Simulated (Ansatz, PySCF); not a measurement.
Gas-phase reaction in SMILES: C=C/[C-]=C\C → [CH-]=C/C=C\C
Geometries: B3LYP-D3(BJ)/def2-TZVP minima from Ansatz (a quantum-chemistry and plane-wave program), one conformer each, not searched for the lowest. Frequencies are from Ansatz. Unstable Hartree-Fock reference: [CH-]=C/C=C\C.

Wanted: isomerisation energy (enthalpy at 298 K, with B3LYP-D3(BJ) rigid-rotor harmonic-oscillator terms), in kcal/mol. Correlated levels leave the core frozen unless marked. No spin-orbit coupling. Non-relativistic. Anions need diffuse functions: aug- sets have them; def2-D sets add few; the other sets have none. CBS(X,Y): correlation extrapolated as X^-3; Hartree-Fock from the larger set. The bracket is a focal-point correction in the basis named.

| level | program | isomerisation energy (kcal/mol) |
|---|---|---|
| HF/aug-cc-pVDZ | Ansatz | 0.1 |
| HF-D3(BJ)/def2-TZVPD | PySCF + dftd3 | -0.6 |
| r2SCAN-D3(BJ)/def2-TZVPD | Ansatz + dftd3 | 6.6 |
| B3LYP-D3(BJ)/def2-TZVPD | Ansatz + dftd3 | 5.7 |
| PBE0-D3(BJ)/def2-TZVP | Ansatz + dftd3 | 5.9 |
| HSE06-D3(BJ)/def2-TZVPD | Ansatz + dftd3 | 6.0 |
| PBE-QIDH/def2-TZVPD | Ansatz | 4.9 |

Q: What does RI-MP2/CBS(aug-cc-pVTZ,aug-cc-pVQZ)+[CCSD(T)-MP2]/aug-cc-pVDZ (Ansatz) give?

A: 3.7 kcal/mol
